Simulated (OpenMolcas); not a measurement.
Tc5+ (d2) among equal point charges was computed by CASSCF with the d shell active (OpenMolcas, ANO-RCC-VDZP on the metal). Its lowest spin-free states, and all those of the highest spin:

```
2S+1  Degeneracy  E (cm-1)
   3           1       0.0
   3           2      1406
   3           1      4204
   3           2      5625
   3           1     10113
   1           1     13011
   1           1     13769
   1           2     15259
   1           1     16750
   3           2     17198
   1           2     20339
   1           1     20962
   3           1     22762
```

**Question.** Is the site octahedral, tetrahedral or cube-like, axial, or of lower symmetry?

**Answer.** The states with 2S+1 = 3 have orbital degeneracies 1, 2, 1, 2, 1, 2, 1. There are pairs but no triples, so the site is axial: not cubic, but with a proper or improper axis of order three or more. The run had Tc5+ among 6 point charges of -1 e arranged as a tetragonal octahedron (D4h), 1.84 Å from the ion, with the axial distance 2.171 Å.

Spin-orbit coupling mixes the spin-free states strongly: the lowest level takes only 68 % from its leading state, 3A2. Without dynamic correlation the repulsion within the d shell is too large (B by tens of per cent), so at a given field states of lower spin stand too high. This is an electrostatic model: the charges have no orbitals. No measured value stands beside these numbers.
